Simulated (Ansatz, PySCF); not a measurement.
Reaction 4 R1 + R2 → 4 P1 + P2, each structure at its B3LYP-D3(BJ)/def2-TZVP stationary point, reached from a drawn start (curvature not checked).
P1: HCl (SMILES Cl), charge 0, multiplicity 1.
R1: HF (SMILES F), charge 0, multiplicity 1.
R2, SiCl4 (SMILES Cl[Si](Cl)(Cl)Cl) (charge 0, multiplicity 1):
```xyz
5

Si     0.000     0.000     0.000
Cl     1.173     1.173     1.173
Cl     1.173    -1.173    -1.173
Cl    -1.173     1.173    -1.173
Cl    -1.173    -1.173     1.173
```
P2, SiF4 (SMILES F[Si](F)(F)F) (charge 0, multiplicity 1):
```xyz
5

Si     0.000     0.000     0.000
F      0.905     0.905     0.905
F      0.905    -0.905    -0.905
F     -0.905     0.905    -0.905
F     -0.905    -0.905     0.905
```

P less R. No zero-point or thermal terms.

Frozen-core correlation throughout.

Codes used: Ansatz (a first-principles code) with Gaussian orbitals; PySCF for the D3/D4 terms. Each number belongs to the level named beside it.

```json
[
 {"level": "HF/cc-pV(D+d)Z", "reaction energy (eV)": "-2.285"},
 {"level": "PBE/def2-TZVPP", "reaction energy (eV)": "-1.926"},
 {"level": "r2SCAN-D4/def2-TZVPP", "reaction energy (eV)": "-2.220"},
 {"level": "B97M-V/def2-TZVPP", "reaction energy (eV)": "-2.381"},
 {"level": "PBE0-D3(BJ)/def2-TZVPP", "reaction energy (eV)": "-1.839"},
 {"level": "BHLYP-D4/def2-TZVPP", "reaction energy (eV)": "-2.330"},
 {"level": "B2PLYP/def2-TZVPP", "reaction energy (eV)": "-2.370"},
 {"level": "MP2/cc-pV(T+d)Z", "reaction energy (eV)": "?"},
 {"level": "SCS-MP2/cc-pV(Q+d)Z", "reaction energy (eV)": "?"}
]
```

### Question
What belongs in the gaps?

### Answer

- MP2/cc-pV(T+d)Z, reaction energy (eV): -2.212
- SCS-MP2/cc-pV(Q+d)Z, reaction energy (eV): -2.335
